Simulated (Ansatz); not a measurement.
Relaxation of Ru3H3⁺ with UKS PBE0-D4/def2-TZVP.

```sh
$ ansatz run in.yaml --threads 4 --pin off --events-out ev --progress --plain --max-ram 3916MiB
```

```yaml
crystal:
  periodic: [false, false, false]
  atoms:
    - {symbol: Ru, position_ang: [-1.529822, -0.579949, -0.309975]}
    - {symbol: Ru, position_ang: [0.650012, -0.900098, -0.625623]}
    - {symbol: Ru, position_ang: [-0.343783, 1.016864, 0.688030]}
    - {symbol: H, position_ang: [-0.414444, 0.076220, 1.919517]}
    - {symbol: H, position_ang: [0.416582, -0.074534, -1.918095]}
    - {symbol: H, position_ang: [1.221465, 0.461496, 0.246157]}
basis:
  gaussian: {orbitals: def2-TZVP}
total_charge: 1
magnetization: {spin_polarized: true, initial_magnetization: 2}
hamiltonian: {xc: pbe0, dispersion: d4}
scf: {lower_state_search: "off"}
output: {orbitals: {seedname: orbitals}}
relax: {f_tol: 0.02, max_steps: 100}
```

Run time 26 s (4 threads of Arm Neoverse V1 on a shared host).

Positions (Å) and forces (eV/Å) at steps 1, 2, 3, 4 of 4:

```xyz
6
step=1 energy=-7785.2221 eV
Ru   -1.530   -0.580   -0.310   -1.372   -0.507   -0.267
Ru    0.650   -0.900   -0.626    1.742   -1.289   -0.972
Ru   -0.344    1.017    0.688    0.035    1.941    1.320
H    -0.414    0.076    1.920    0.032    0.039    0.047
H     0.417   -0.075   -1.918    0.066   -0.001   -0.029
H     1.221    0.461    0.246   -0.503   -0.183   -0.099
6
step=2 energy=-7785.4140 eV
Ru   -1.504   -0.570   -0.304    0.035    0.005    0.001
Ru    0.712   -0.968   -0.735   -0.326    0.452    0.209
Ru   -0.382    1.093    0.802    0.154   -0.515   -0.244
H    -0.399    0.132    2.026    0.008    0.061   -0.142
H     0.501   -0.093   -2.005   -0.004   -0.061    0.145
H     1.072    0.406    0.215    0.132    0.058    0.032
6
step=3 energy=-7785.4462 eV
Ru   -1.526   -0.578   -0.308   -0.058   -0.025   -0.014
Ru    0.692   -0.946   -0.695    0.062   -0.014   -0.048
Ru   -0.368    1.069    0.761    0.026    0.047    0.064
H    -0.394    0.113    1.981    0.007    0.018   -0.036
H     0.476   -0.081   -1.963    0.005   -0.014    0.038
H     1.120    0.424    0.225   -0.043   -0.011   -0.006
6
step=4 energy=-7785.4467 eV
Ru   -1.526   -0.578   -0.308   -0.017   -0.009   -0.005
Ru    0.693   -0.949   -0.696    0.009    0.003   -0.008
Ru   -0.368    1.072    0.762    0.013    0.005    0.011
H    -0.391    0.113    1.978    0.004    0.005   -0.013
H     0.478   -0.080   -1.960    0.002   -0.003    0.014
H     1.114    0.422    0.224   -0.010    0.000    0.000
```

In the def2 sets Ru takes a core potential; there is no spin–orbit coupling. The charge 1 triplet is spin-contaminated (final ⟨S²⟩ up to 3.21, 2.00 for a pure state). The relaxation made no stability test and no search for a lower SCF solution. At PBE0-D4/def2-TZVP a quintet of charge 1 lies 0.56 eV below the triplet, each at its own geometry. The structure comes from a short search, and lower isomers may exist.
